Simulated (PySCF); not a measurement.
Methylcyanodiacetylene, C6H3N.
InChI=1S/C6H3N/c1-2-3-4-5-6-7/h1H3

The closed-shell ground state was solved at several levels (PySCF, density fitting, gas phase, non-relativistic). Isolated species at its PBE0-D3(BJ)/def2-SVP geometry, gas phase.

| level | basis functions | HOMO (eV) | LUMO (eV) | gap (eV) | dipole (D) |
| --- | --- | --- | --- | --- | --- |
| B3LYP/cc-pVTZ | 252 | -7.53 | -2.27 | 5.26 | 6.48 |
| CAM-B3LYP/pcJ-1 | 219 | -9.01 | -1.08 | 7.93 | 6.40 |
| wB97X-D/def2-SVPD | 164 | -9.51 | -0.49 | 9.02 | 6.50 |
| B3LYP/def2-TZVP | 235 | -7.56 | -2.31 | 5.25 | 6.54 |
| B3LYP/pcJ-1 | 219 | -7.60 | -2.32 | 5.28 | 6.48 |
| B3LYP/pcJ-0 | 100 | -7.71 | -2.26 | 5.45 | 6.13 |
| PBE0/pcJ-1 | 219 | -7.83 | -2.17 | 5.66 | 6.53 |
| BHandHLYP/pcJ-1 | 219 | -8.75 | -1.17 | 7.58 | 6.50 |
| PBE0/pcSseg-1 | 134 | -7.83 | -2.16 | 5.67 | 6.52 |
| B3LYP/6-31G* | 104 | -7.23 | -1.96 | 5.27 | 6.31 |
| HF/pcJ-1 | 219 | -10.17 | 1.43 | 11.60 | 6.54 |
| B3LYP/6-31G-J | 96 | -7.34 | -1.93 | 5.41 | 6.34 |
| KT2/pcJ-1 | 219 | -6.76 | -2.94 | 3.82 | 6.50 |

Estimate the row for mPW1PW91/pcSseg-2, a basis of 294 functions; the other rows only guide the guess.

HOMO -7.81 eV, LUMO -2.18 eV, gap 5.63 eV, dipole 6.60 D.

Over all these levels, which gives the widest orbital gap and which the narrowest?

HF/pcJ-1 (Hartree–Fock, all exact exchange) has the widest, 11.60 eV, and KT2/pcJ-1 (GGA) the narrowest, 3.82 eV. The two share the basis. From the narrowest to the widest the HOMO moves by -3.41 eV and the LUMO by +4.37 eV.

How much does the basis alone move the frontier levels among the 6 B3LYP rows?

The HOMO by 0.48 eV and the LUMO by 0.39 eV. By rising basis size (HOMO, LUMO in eV): 6-31G-J -7.34, -1.93; pcJ-0 -7.71, -2.26; 6-31G* -7.23, -1.96; pcJ-1 -7.60, -2.32; def2-TZVP -7.56, -2.31; cc-pVTZ -7.53, -2.27.

In the pcJ-1 basis, how does the gap go with the fixed share of exact exchange?

KT2 (0 %) 3.82 eV; B3LYP (20 %) 5.28 eV; PBE0 (25 %) 5.66 eV; BHandHLYP (50 %) 7.58 eV; HF (100 %) 11.60 eV. Each rise in the share widens the gap here.

How far do the dipole and the HOMO energy spread over the levels?

The dipole runs from 6.13 to 6.60 D (mean 6.46 D) and the HOMO from -10.17 to -6.76 eV.
